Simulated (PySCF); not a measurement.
UHF on Tc (technetium, neutral)

Configuration: [Kr] 4d5 5s2, high-spin 6S determinant. Calculation: PySCF 2.14, in x2c-TZVPall; the spin-free X2C one-electron Hamiltonian (Gaussian nucleus).

```
Total energy                        : -4283.046492 hartree
One-electron energy                 : -5905.2032 hartree
Hartree (Coulomb) energy            : 1749.6714 hartree
Exchange energy                     : -127.5147 hartree
⟨S²⟩                                : 8.7909
⟨L²⟩                                : 0.000
Sum of ⟨r⟩                          : 33.04 bohr
Sum of ⟨r²⟩                         : 61.67 bohr²
Langevin diamagnetic susceptibility : -48.8 ×10⁻⁶ cm³/mol
Time after the integrals            : 0.37 s of wall time on 1 thread of Neoverse-V1 (shared host)
```

```csv
shell,electrons,mean orbital energy (eV),"rms radius, mean of both spins (bohr)"
1s β,1,-21158.3,0.0394
1s α,1,-21158.3,0.0394
2s α,1,-3096.2,0.162
2s β,1,-3095.0,0.162
2p α,3,-2765.3,0.144
2p β,3,-2764.2,0.144
3s α,1,-572.95,0.442
3s β,1,-572.35,0.442
3p α,3,-461.26,0.446
3p β,3,-460.55,0.446
3d α,5,-280.64,0.435
3d β,5,-278.95,0.435
4s α,1,-93.451,1.13
4s β,1,-86.253,1.13
4p α,3,-60.997,1.26
4p β,3,-51.524,1.26
4d α,5,-14.157,1.80
5s α,1,-7.617,3.85
5s β,1,-5.677,3.85
```

Densities and radii are taken from the X2C orbitals without a picture-change correction, which distorts them close to the nucleus.
